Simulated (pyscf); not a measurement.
**`[NH2][SiH][F]`, doublet**

Gas-phase minimum from PySCF at ωB97X-D3(BJ)/def2-SVP, one conformer. Other isomers of H₂N–SiH•–F were not searched in full and may lie lower. 

```
N
H 1 1.0133
H 1 1.0140 2 112.77
Si 1 1.7166 2 124.16 3 168.86
F 4 1.6386 1 110.87 2 65.05
H 4 1.4983 5 108.51 1 -115.78
```
Charge 0, spin multiplicity 2.

Properties at ωB97X-D3(BJ)/def2-SVP:

* **Harmonic wavenumbers, unscaled**: 91, 275, 364, 625, 767, 829, 875, 942, 1538, 2197, 3629, 3733 cm⁻¹
* **Zero-point energy**: 22.7 kcal/mol
* **Rotational symmetry number**: 1
* **Entropy of this conformer at 298 K and 1 atm, rigid rotor and harmonic oscillator, modes under 100 cm⁻¹ raised to 100**: 293.9 J/(mol K)
* **Dipole moment**: 2.56 D
* **Spin expectation value S2**: 0.752

Single-point totals, which compare only within one level (frozen core for MP2 and CC):

```json
[
 {"level": "ωB97X-D3(BJ)/def2-TZVP", "total energy (hartree)": "-446.05304"},
 {"level": "PBE/def2-TZVP", "total energy (hartree)": "-445.69790"},
 {"level": "r²SCAN/def2-TZVP", "total energy (hartree)": "-445.91462"},
 {"level": "B3LYP-D3(BJ)/def2-TZVP", "total energy (hartree)": "-446.04090"},
 {"level": "PBE0-D3(BJ)/def2-TZVP", "total energy (hartree)": "-445.73069"},
 {"level": "M06-2X/def2-TZVP", "total energy (hartree)": "-445.93223"},
 {"level": "ωB97M-D3(BJ)/def2-TZVP", "total energy (hartree)": "-446.07935"},
 {"level": "UHF/def2-TZVPP", "total energy (hartree)": "-444.70337"},
 {"level": "MP2/def2-TZVPP", "total energy (hartree)": "-445.27047"},
 {"level": "CCSD/def2-TZVPP", "total energy (hartree)": "-445.28935"},
 {"level": "CCSD(T)/def2-TZVPP", "total energy (hartree)": "-445.30863"}
]
```

Soft torsions are taken as harmonic, which can shift the entropy by several J/(mol K). The CCSD(T) − MP2 part came from Ansatz, without density fitting, on the same reference.
